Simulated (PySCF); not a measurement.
**Ionisation energy of Re⁵⁷⁺ by level of theory**

Re⁵⁷⁺ [Ar] → Re⁵⁸⁺ [Ne] 3s2 3p5 [3p1/2^2 3p3/2^3, M_J = 3/2], as a difference of total energies. Computed with PySCF 2.14 in an uncontracted even-tempered set (18 s from 17 bohr⁻², ratio 2.4; 14 p from 22 bohr⁻², ratio 2.4; 4 d from 81 bohr⁻², ratio 2.6; 4 f from 120 bohr⁻², ratio 2.6), with the two-component X2C-1e Hamiltonian. Correlated levels: 1s2 frozen; the 48 highest virtual spinors dropped. "Screened" scales the spin-orbit matrix elements by Boettger's factors to mimic the two-electron term; Breit and QED terms are absent.

| method | ionisation energy (eV) |
| --- | --- |
| GHF (spin-free) | 6032.4 |
| GMP2 (spin-free) | 6033.4 |
| GHF (screened spin-orbit) | 5923.0 |
| GMP2 (screened spin-orbit) | 5924.0 |

Breit and QED terms and the two-electron picture change are absent.

The spin-free rows lack the spin-orbit shift.

For comparison: 5919 ± 6 eV (theoretical estimate listed by NIST; NIST Atomic Spectra Database, ionization energies).
